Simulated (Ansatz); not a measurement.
Born–Oppenheimer molecular dynamics of BCl₂HO (5 atoms, charge 0, multiplicity 1). It starts from a relaxed structure.

Theory: RKS PBE-D4/def2-SVP in Ansatz.

```json
{"ensemble": "NVT, Nosé–Hoover chain", "time step": "0.5 fs", "steps asked": "150", "set temperature": "500 K", "thermostat": "time constant 100 fs, chain length 3 (defaults)", "seed": "349359"}
```

First frame:

```xyz
5
Properties=species:S:1:pos:R:3
B -0.077 -0.113 -0.106
Cl 0.119 -0.124 1.660
O 0.956 -0.391 -0.933
H 1.776 -0.589 -0.444
Cl -1.643 0.265 -0.812
```

Problem. How far do the bonds stretch over the last three quarters of this one trajectory? (Pairs bonded in most of those frames.)

Solution. 
| bond | mean (Å) | spread (Å) | shortest | longest |
| --- | --- | --- | --- | --- |
| B1–Cl2 | 1.772 | 0.035 | 1.71 | 1.83 |
| B1–O3 | 1.355 | 0.025 | 1.31 | 1.40 |
| B1–Cl5 | 1.765 | 0.045 | 1.69 | 1.84 |
| O3–H4 | 0.976 | 0.014 | 0.95 | 1.00 |

Mean temperature of the second half: 261 K. The conserved energy stayed within 0.11 meV per atom of its start (net change 0.024 meV per atom), so the integration is sound. The mean temperature of the second half is 48 % below the set value. A run of 0.075 ps of so small a system gives no equilibrium averages.

Run time: 2.4 min on 1 thread of Intel(R) Xeon(R) Platinum 8488C (Sapphire Rapids) (shared host), peak memory 0.13 GiB.
